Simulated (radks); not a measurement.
The numbers below are computed, except where a source is named.
Kinetic energies: the exact non-interacting value of the Kohn-Sham orbitals and orbital-free approximations, as 100 (|E| - |E exact|)/|E exact|, negative where the magnitude is too small. Species: Ba8+ [Kr] 4d10 5s2; Ag+ [Kr] 4d10; In2+ [Kr] 4d10 5s1. Code: a radial shooting solver on a logarithmic mesh with Libxc functionals. Model: non-relativistic Kohn-Sham, r2SCAN, spin-polarised, spherical densities, point nucleus; meta-GGA in the generalised Kohn-Sham scheme. Every spin shell is full or empty, so the densities are truly spherical. Functionals are evaluated on that one density, not self-consistently.

functional	Ba8+	Ag+	In2+
exact (hartree)	7868.65	5197.64	5739.51
Thomas-Fermi	-5.15	-5.38	-5.31
von Weizsacker	-59.81	-57.57	-58.14
TF + vW/9	-0.68	-0.66	-0.66
TF + vW/5	+2.89	+3.11	+3.06
LC94	+0.06	+0.09	+0.09
APBEK	+0.10	+0.14	+0.14
Perdew 92	-0.67	-0.65	-0.65
Thakkar	-0.62	-0.53	-0.54
PG1	+14.48	+15.48	+15.24
DePristo-Kress	-0.12	-0.07	-0.07
Ernzerhof	-0.42	-0.37	-0.37
